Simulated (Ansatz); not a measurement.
Geometry optimisation, UKS PBE/def2-SVP (Ansatz 0.2.0).

input.yaml

```yaml
crystal:
  periodic: [false, false, false]
  atoms:
    - { symbol: Ta, position_ang: [-0.249287, 0.138329, 0.160044] }
    - { symbol: F, position_ang: [2.723358, -0.819477, 0.024603] }
    - { symbol: O, position_ang: [-0.385396, -0.063761, 2.032498] }
    - { symbol: H, position_ang: [0.153073, -0.184316, 2.831222] }
    - { symbol: F, position_ang: [0.933566, 0.465707, -1.341129] }
    - { symbol: "N", position_ang: [-1.180091, 1.882912, -0.015779] }
    - { symbol: H, position_ang: [-1.701042, 2.282009, 0.773369] }
    - { symbol: H, position_ang: [-1.566214, 2.258742, -0.88966] }
    - { symbol: F, position_ang: [-0.477269, -1.667597, -0.434865] }
    - { symbol: H, position_ang: [2.339602, -0.351648, -0.693205] }
magnetization:
  spin_polarized: true
  initial_magnetization: 1
basis:
  gaussian: { orbitals: def2-SVP }
hamiltonian:
  xc: pbe
relax:
  f_tol: 0.03
  max_steps: 50
```

Command:

```bash
$ ansatz run input.yaml --threads 4 --pin off --max-ram 5120MiB --backend cpu --events-out ev --progress --plain --runs-dir out
```

Q: Where does it end, and by what steps?

A: It converged. After 8 steps the energy has fallen by 0.057 eV; F2 moved furthest, 0.46 Å. Joined: Ta1–F2 (3.13 → 2.62 Å).

```csv
step,energy less start (eV),largest force component (eV/Å),accepted
0,0.0000,0.435,yes
1,-0.0314,0.258,yes
2,-0.0414,0.631,yes
3,-0.0444,0.600,yes
4,-0.0536,0.308,yes
5,-0.0534,0.221,no
6,-0.0570,0.046,yes
7,-0.0571,0.080,yes
8,-0.0574,0.025,yes
```

```xyz
10
Properties=species:S:1:pos:R:3
Ta -0.139 0.164 0.149
F 2.295 -0.814 0.193
O -0.240 -0.047 2.020
H 0.265 -0.220 2.830
F 0.977 0.542 -1.409
N -1.197 1.834 -0.035
H -1.679 2.265 0.763
H -1.573 2.223 -0.906
F -0.345 -1.631 -0.503
H 2.226 -0.374 -0.655
```

Whether the end is a true minimum wasn't checked by a vibrational analysis.

The run took 12 s on 4 threads of AMD EPYC 9R45 96-Core Processor (Zen 5), with other jobs on the host, peak memory 0.24 GiB.
